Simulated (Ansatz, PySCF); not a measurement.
Molecule: CCl2, charge 0, multiplicity 1. 
Coordinates optimised at B3LYP-D3(BJ)/def2-TZVP (Ansatz, an electronic-structure program):
```xyz
3

Cl    -1.4025    -0.2001     0.0210
C     -0.0305     0.8441     0.0088
Cl     1.4133    -0.0978    -0.0241
```

Wanted: vertical triplet-singlet gap (E(triplet) - E(singlet); each state is the SCF solution reached for its spin; for the singlet the Hartree-Fock reference is unstable and T1 is 0.021), in kJ/mol. Correlated levels leave the core frozen unless marked. UHF or UKS for open shells. Spin-orbit coupling is left out. No relativistic terms. Basis-set limits of correlation are two-point, X^-3; Hartree-Fock from the larger set. [CCSD(T)-MP2]/basis is that difference in the basis named.

```
level                                                                      program  vertical triplet-singlet gap (kJ/mol)
-------------------------------------------------------------------------  -------  -------------------------------------
SVWN5/def2-TZVPD                                                            Ansatz                                    [?]
PBE/def2-TZVPD                                                              Ansatz                                  108.2
r2SCAN/def2-TZVPD                                                           Ansatz                                   82.0
B3LYP/def2-TZVPD                                                            Ansatz                                  104.5
PBE0/def2-TZVPD                                                             Ansatz                                   90.2
BHLYP/def2-TZVPD                                                            Ansatz                                    [?]
M06-2X/def2-TZVPD                                                            PySCF                                  103.4
CAM-B3LYP/def2-TZVPD                                                        Ansatz                                    [?]
wB97M-V/def2-TZVPD                                                          Ansatz                                    [?]
wB97X-V/def2-TZVPD                                                          Ansatz                                  106.4
SCS-MP2/aug-cc-pV(D+d)Z                                                     Ansatz                                  112.7
CCSD/aug-cc-pV(T+d)Z                                                        Ansatz                                  100.8
RI-MP2/CBS(aug-cc-pV(T+d)Z,aug-cc-pV(Q+d)Z)+[CCSD(T)-MP2]/aug-cc-pV(T+d)Z   Ansatz                                  118.4
```

### Question
Some entries are withheld; supply them.

### Answer

- SVWN5/def2-TZVPD, vertical triplet-singlet gap (kJ/mol): 115.9
- BHLYP/def2-TZVPD, vertical triplet-singlet gap (kJ/mol): 85.9
- CAM-B3LYP/def2-TZVPD, vertical triplet-singlet gap (kJ/mol): 96.0
- wB97M-V/def2-TZVPD, vertical triplet-singlet gap (kJ/mol): 121.3
